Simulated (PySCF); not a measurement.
Mg(OMe)(SiH3), SMILES [Mg]([SiH3])[O]C (CH6MgOSi), CAM-B3LYP/def2-SVP optimised geometry.

```
10

Mg     0.23    -0.29     0.00
O     -1.54    -0.29     0.01
C     -2.92    -0.31     0.00
H     -3.33    -0.56    -1.00
H     -3.33    -1.07     0.71
H     -3.35     0.66     0.29
Si     2.78    -0.29     0.00
H      3.35     1.09     0.13
H      3.35    -0.87    -1.25
H      3.35    -1.09     1.13
```

Density from CAM-B3LYP/def2-TZVP (PySCF) at that geometry.

Minimum of the electron density along straight lines between bonded atoms, close to the bond critical point (lines longer than 1.1 times the sum of covalent radii, or with two minima, are not listed):

```tsv
bond	length / Å	ρ at the minimum / e bohr⁻³	∇²ρ there / e bohr⁻⁵	position (fraction from the first atom)
Mg1–O2	1.770	0.077	0.71	0.45
O2–C3	1.378	0.280	…	0.65
C3–H4	1.108	0.275	-0.95	0.64
C3–H5	1.108	0.275	-0.95	0.64
C3–H6	1.108	0.275	-0.95	0.64
Mg1–Si7	2.549	…	0.08	0.37
Si7–H8	1.496	0.116	0.15	0.49
Si7–H9	1.496	0.116	0.15	0.49
Si7–H10	1.496	0.116	0.15	0.49
```

Complete the blanks.


- O2–C3, ∇²ρ there / e bohr⁻⁵: -0.61
- Mg1–Si7, ρ at the minimum / e bohr⁻³: 0.043
